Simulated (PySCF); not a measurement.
Computed IR spectrum (relative IR intensity) of a molecule C4H8O2S. Coordinates come from a PBE0-D3(BJ)/def2-SVP optimisation. Other conformers were not sampled. Level of theory: PBE0-D3(BJ)/def2-SVP run with PySCF. Frequencies are harmonic and unscaled.

| ν (cm⁻¹) | relative intensity |
|---|---|
| 377 | 5.7 |
| 434 | 14 |
| 508 | 3.2 |
| 561 | 12 |
| 669 | 6.2 |
| 726 | 36 |
| 903 | 4.1 |
| 915 | 6.7 |
| 1132 | 25 |
| 1177 | 60 |
| 1208 | 5.6 |
| 1211 | 5.0 |
| 1269 | 4.6 |
| 1283 | 18 |
| 1334 | 2.5 |
| 1360 | 2.9 |
| 1376 | 100 |
| 1426 | 3.1 |
| 1433 | 7.9 |
| 1455 | 4.0 |
| 3080 | 7.0 |
| 3083 | 7.2 |
| 3145 | 3.7 |
| 3151 | 4.5 |

Problem. Identify the compound among the candidates.
A. C/C=C/S(C)(=O)=O
B. O=S1(=O)CCCC1
C. C=C(C)S(C)(=O)=O

Solution. B, O=S1(=O)CCCC1
